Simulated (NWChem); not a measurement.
Species: BSiH3OF2; SMILES FB(F)O[SiH3]

```xyz
8

B     -0.0458     0.9696    -0.0467
F     -0.6674     2.0841     0.2853
F      1.0627     1.0739    -0.7693
O     -0.5259    -0.2205     0.3379
Si     0.0053    -1.7993     0.0934
H      1.3635    -1.9668     0.6825
H      0.0381    -2.0952    -1.3665
H     -0.9719    -2.6820     0.7807
```
Atoms are numbered in this order, from 1.

Computed with NWChem. Pople sets run with spherical d functions. STO-3G and 3-21G are far too small for this property and stand as cheap habits. All runs use the structure optimised with PBE0/def2-SVP. GIAO values for the isolated, static molecule; σ is the absolute isotropic shielding, δ = σ(reference) − σ with the isolated reference molecule computed at the same levels (11B: boron trifluoride, 19F: trichlorofluoromethane, 1H: tetramethylsilane, 17O: water, 29Si: tetramethylsilane).

| level | δ B1 (ppm) | δ F2 (ppm) | δ F3 (ppm) | δ O4 (ppm) | δ Si5 (ppm) | δ H6 (rotor mean) (ppm) | relative time |
|---|---|---|---|---|---|---|---|
| Hartree-Fock/6-31G* | 1.9 | -79.8 | -80.9 | 30.8 | -20.8 | 5.00 | 7 |
| Hartree-Fock/STO-3G | 1.8 | -33.4 | -29.7 | -72.8 | -38.5 | 2.30 | 1 |
| PBE0/pcSseg-1 | 1.2 | -124.2 | -122.2 | 66.8 | -29.8 | 4.99 | 10 |
| B3LYP/6-311G** | 1.4 | -131.8 | -133.6 | 74.0 | -34.8 | 5.12 | 20 |

Times are rough ratios from one shared machine.
